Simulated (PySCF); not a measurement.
Job file and geometry (Å, from GFN2-xTB) of an NMR shielding run on `O=C([Si@](OC)(N)O)N(C)C`, C₄H₁₂N₂O₃Si, GIAO PBE0/pcSseg-1 NMR shielding, non-relativistic, gas phase in PySCF; density fitting, a coarse starting grid and PySCF grid level 2 are the driver's defaults:

```
$ OMP_NUM_THREADS=1 python probes_run.py task.json out

{"job": {"kind": "nmr", "xc": "PBE0", "basis": "pcSseg-1"}, "charge": 0, "multiplicity": 1}
C      2.862517    -0.564170    -1.273237
O      1.551972    -0.293205    -0.852171
Si     1.110308     0.078875     0.669895
N      0.997113    -1.391849     1.578994
O      2.146808     1.183521     1.284207
C     -0.609467     0.901595     0.727653
O     -0.691104     1.869426     1.486122
N     -1.680912     0.443030     0.063910
C     -2.968713     1.078392     0.225312
C     -1.654385    -0.691056    -0.817043
H      3.560651     0.161036    -0.854357
H      2.881088    -0.506547    -2.361534
H      3.161567    -1.566456    -0.957593
H      1.773173    -2.034537     1.551464
H      0.626927    -1.353654     2.514795
H      1.753994     1.927767     1.740208
H     -2.848989     1.906323     0.922020
H     -3.696311     0.367639     0.624550
H     -3.331225     1.456024    -0.733620
H     -0.636770    -1.051743    -0.923252
H     -2.281645    -1.494038    -0.419296
H     -2.037008    -0.406986    -1.801014
```

Q: What does the program print?

A: 
```
coarse grid: 18792 points
cycle   1  E = -783.3374227924  dE =  1.538e+00  |g| = 1.239e+00  |ddm| = 4.173e+00
cycle   2  E = -782.6158129591  dE =  7.216e-01  |g| = 2.279e+00  |ddm| = 2.800e+00
cycle   3  E = -783.5847211627  dE = -9.689e-01  |g| = 4.394e-01  |ddm| = 2.171e+00
cycle   4  E = -783.6212264720  dE = -3.651e-02  |g| = 1.147e-01  |ddm| = 3.911e-01
cycle   5  E = -783.6232311970  dE = -2.005e-03  |g| = 4.031e-02  |ddm| = 9.588e-02
cycle   6  E = -783.6235625848  dE = -3.314e-04  |g| = 1.068e-02  |ddm| = 3.509e-02
cycle   7  E = -783.6235841045  dE = -2.152e-05  |g| = 2.834e-03  |ddm| = 8.221e-03
cycle   8  E = -783.6235857102  dE = -1.606e-06  |g| = 7.899e-04  |ddm| = 2.750e-03
final grid: 176832 points
cycle   9  E = -783.7069693411  dE = -2.307e-05  |g| = 1.621e-02  |ddm| = 2.693e-02
cycle  10  E = -783.7068539672  dE =  1.154e-04  |g| = 2.937e-02  |ddm| = 3.060e-02
cycle  11  E = -783.7070165391  dE = -1.626e-04  |g| = 4.475e-03  |ddm| = 2.231e-02
cycle  12  E = -783.7070203257  dE = -3.787e-06  |g| = 5.670e-04  |ddm| = 3.142e-03
cycle  13  E = -783.7070203821  dE = -5.641e-08  |g| = 1.706e-04  |ddm| = 5.372e-04
cycle  14  E = -783.7070203883  dE = -6.256e-09  |g| = 3.353e-05  |ddm| = 1.526e-04
cycle  15  E = -783.7070203885  dE = -2.035e-10  |g| = 1.395e-05  |ddm| = 4.210e-05
converged SCF energy = -783.7070203885

GIAO shielding tensors (ppm)
atom      isotropic    diamagn.    paramagn.     s11        s22        s33       span
  0 C      134.687     239.576    -104.889    108.099    110.210    185.751     77.652
  1 O      309.307     403.708     -94.401    240.244    331.591    356.086    115.842
  2 Si     408.082     883.283    -475.201    366.132    410.647    447.467     81.335
  3 N      240.285     320.432     -80.147    219.833    232.612    268.409     48.576
  4 O      283.288     391.117    -107.829    246.806    281.131    321.927     75.121
  5 C        3.931     258.205    -254.274    -71.156     -7.911     90.860    162.016
  6 O     -117.661     402.626    -520.287   -484.394   -192.415    323.826    808.219
  7 N      129.194     334.085    -204.891     -3.479    174.779    216.281    219.760
  8 C      155.547     243.753     -88.206    126.069    154.992    185.579     59.510
  9 C      148.227     250.870    -102.643    130.075    133.076    181.531     51.456
 10 H       27.510      27.020       0.490     22.460     26.080     33.988     11.528
 11 H       27.727      27.713       0.014     23.005     25.396     34.780     11.775
 12 H       27.913      27.705       0.208     23.039     25.743     34.956     11.917
 13 H       30.790      31.126      -0.336     23.902     26.897     41.571     17.669
 14 H       31.269      32.398      -1.129     24.855     27.035     41.919     17.064
 15 H       27.950      33.293      -5.343     18.224     24.195     41.432     23.208
 16 H       26.822      30.286      -3.464     21.332     27.670     31.464     10.131
 17 H       29.705      28.444       1.262     24.854     27.600     36.662     11.808
 18 H       29.671      28.698       0.973     24.741     27.553     36.720     11.980
 19 H       27.239      34.264      -7.025     21.528     26.880     33.309     11.781
 20 H       28.988      32.188      -3.199     25.682     26.255     35.027      9.345
 21 H       29.042      32.439      -3.396     25.315     26.658     35.154      9.839
```

Q: Turn these shieldings into chemical shifts. Chemical shifts δ = σref − σ; ¹³C (186.93 ppm) and ²⁹Si (349.16 ppm) and ¹H (31.72 ppm) against TMS; ¹⁷O (336.08 ppm) vs H2O; NH3 for ¹⁵N (267.73 ppm), all at this level.

A: Averaging equivalent atoms: C 5: 183.0; C 0: 52.2; C 8/9: 35.0; O 6: 453.7; O 4: 52.8; O 1: 26.8; Si 2: -58.9; N 7: 138.5; N 3: 27.4; H 10/11/12: 4.00; H 15: 3.77; H 16/17/18/19/20/21: 3.14; H 13/14: 0.69 ppm. Unscaled 17O shifts of doubly bonded oxygen tend to come out too high, by tens of ppm or more. Experimental scales use liquid or dissolved standards, which lie at an offset from isolated NH3 (liquid NH3: subtract about 20 ppm) and H2O (liquid H2O: subtract about 36 ppm).

Size and cost of the density-fitted run: 237 basis functions, 110 s wall time on 1 thread of an Arm Neoverse N1, shared host; peak memory 1.1 GiB.
